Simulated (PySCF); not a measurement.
## Electron correlation in Zn (zinc, neutral)

[Ar] 3d10 4s1 5s1, 5s spin antiparallel (an excited configuration). Calculation: PySCF 2.14, in aug-cc-pVQZ-DK; the spin-free X2C one-electron Hamiltonian (Gaussian nucleus). Frozen: [Ar]; 12 electrons correlated.

MP2 pair energies summed by pair of shells (mhartree):

| pair | energy | share (%) |
| --- | --- | --- |
| 3d-3d | -487.58 | 85.7 |
| 3d-4s | -28.70 | 5.0 |
| 3d-5s | -28.70 | 5.0 |
| 4s-5s | -24.16 | 4.2 |

Total MP2 correlation energy: -569.14 mhartree.

Same-spin part -198.20 and opposite-spin part -370.94 mhartree; SCS-MP2 scales them by 1/3 and 6/5 to -511.19 mhartree.
